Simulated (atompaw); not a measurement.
# ruthenium PAW (atompaw): all-electron and pseudo phase curves

Ru (Z = 44), PAW, made with atompaw 4.2.0.5 (PBE, scalar-relativistic). Core [Ar] 3d10 4s2, reference 4p6 4d7 5s0.5 5p0 (charge +0.5). Waves: 5s (bound): rc 2.45 bohr; 5s channel at 0.9 Ry: rc 2.45 bohr; 4p (bound): rc 1.95 bohr; 5p (bound, empty): rc 2.45 bohr; 4d (bound): rc 2.45 bohr; 4d channel at 2.35 Ry: rc 2.35 bohr. Local part: ultrasoft scheme with l = 3 at 1 Ry, radius 1.80 bohr. Core correction: smooth core density matched at 1.25 bohr. Augmentation charge: sinc compensation charge, radius 2.15 bohr; PAW radius 2.45 bohr; waves and projectors: custom polynom vanderbiltortho.

The phase is arctan(r·u′/u) with u = r·R(r), unwrapped; energies in Ry, scanned from -6 to 5 Ry. A pole is an energy at which the radial function vanishes at the test radius. The pseudo phase is shifted by a multiple of π to meet the all-electron one at the reference energy, and phase errors are pseudo minus all-electron; the curves can meet again beyond the range given. Levels narrower than the energy grid can be missing from the lists of poles.

```tsv
channel	radius (bohr)	reference energy (Ry)	poles, all-electron	poles, pseudo	unbroken range about the reference energy with phases within 0.05 rad	phase error 1 Ry above the reference energy (rad)
s	2.46	-0.53	-5.84, 2.69	2.67	above -5.7	-0.000
p	2.46	-0.25	-3.58, 4.05	-3.58, 2.98	below 0.8	-0.043
d	2.46	-0.64	-0.17	-0.16	the whole range	+0.001
```

Note: ghost state, extra bound levels that the all-electron valence spectrum of the same l lacks: s at -129.2 eV. A true bound ghost makes a file unfit for plane-wave use.

Phases in the p channel:

```
E (Ry)  all-electron  pseudo
 -6.00         1.384   1.383
 -5.52         1.372   1.370
 -5.04         1.355   1.353
 -4.56         1.327   1.326
 -4.08         1.248   1.246
 -3.60        -1.547  -1.548
 -3.12        -1.752  -1.754
 -2.64        -1.801  -1.803
 -2.16        -1.841  -1.843
 -1.68        -1.887  -1.888
 -1.20        -1.949  -1.950
 -0.72        -2.046  -2.047
 -0.24        -2.221  -2.221
  0.24        -2.602  -2.607
  0.72        -3.382  -3.423
  1.20        -4.051  -4.108
  1.68        -4.350  -4.407
  2.16        -4.495  -4.558
  2.64        -4.580  -4.655
  3.12        -4.638  -4.735
  3.60        -4.680  -4.823
  4.08        -4.714  -4.960
  4.56        -4.744  -5.330
```
